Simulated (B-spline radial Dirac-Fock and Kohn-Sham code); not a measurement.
## Dipole and non-dipole photoemission parameters of Nb 4d3/2

System: the free niobium atom in the configuration [Kr] 4d4 5s1; threshold 5.31 eV (orbital energy of the model). Calculated with an atomic code on a B-spline grid, using Dirac-Hartree-Slater photoionisation with a Latter tail; cross sections with all multipoles, angular parameters from the dipole term and its interference with E2.

For linearly polarised light dσ/dΩ = σ/(4π) [1 + β P₂(cos θ) + (δ + γ cos²θ) sin θ cos φ], with θ from the polarisation vector and φ the angle between the beam and the projection of the electron momentum on the plane normal to the polarisation.

| hν (eV) | σ (kb) | β | γ | δ |
| --- | --- | --- | --- | --- |
| 59.3 | 249 | 1.787 | 0.041 | 0.009 |
| 67.8 | 94.3 | 1.996 | 0.103 | 0.003 |
| 69.8 | 75.4 | 1.980 | 0.128 | 0.000 |
| 70.8 | 67.6 | 1.954 | 0.142 | -0.003 |
| 78.6 | 33.1 | 1.161 | 0.277 | -0.031 |
| 81.9 | 27.9 | 0.542 | 0.320 | -0.045 |
| 85.7 | 25.8 | -0.138 | 0.333 | -0.057 |
| 94.6 | 29.9 | -0.815 | 0.255 | -0.059 |
| 100 | 35.2 | -0.774 | 0.197 | -0.053 |
| 145 | 68.8 | 0.245 | 0.025 | -0.019 |
| 160 | 71.3 | 0.420 | 0.008 | -0.014 |
| 190 | 69.3 | 0.658 | -0.010 | -0.007 |
| 300 | 43.6 | 1.051 | -0.017 | 0.007 |
| 324 | 38.7 | 1.094 | -0.013 | 0.009 |
| 400 | 26.9 | 1.188 | 0.007 | 0.015 |
| 417 | 24.8 | 1.203 | 0.012 | 0.016 |
| 424 | 24.0 | 1.209 | 0.015 | 0.017 |
| 650 | ? | ? | ? | ? |
| 784 | 6.11 | 1.304 | 0.160 | 0.034 |
| 1000 | 3.26 | 1.291 | 0.250 | 0.043 |
| 1253.6 | 1.75 | 1.259 | 0.349 | 0.052 |
| 1300 | 1.58 | 1.252 | 0.367 | 0.054 |
| 3950 | 0.0437 | 0.899 | 0.967 | 0.164 |
| 4020 | 0.0411 | 0.892 | 0.976 | 0.167 |
| 5620 | 0.0121 | 0.763 | 1.144 | 0.232 |
| 6000 | 0.00949 | 0.738 | 1.175 | 0.247 |
| 6720 | 0.00618 | 0.696 | 1.228 | 0.274 |
| 8047.8 | 0.00309 | 0.630 | 1.305 | 0.324 |
| 11600 | 0.000722 | 0.501 | 1.431 | 0.448 |
| 15000 | 0.000252 | 0.416 | 1.487 | 0.555 |

Task: Give the values at 650 eV.

Result: σ = 9.60 kb, β = 1.296, γ = 0.103, δ = 0.028.
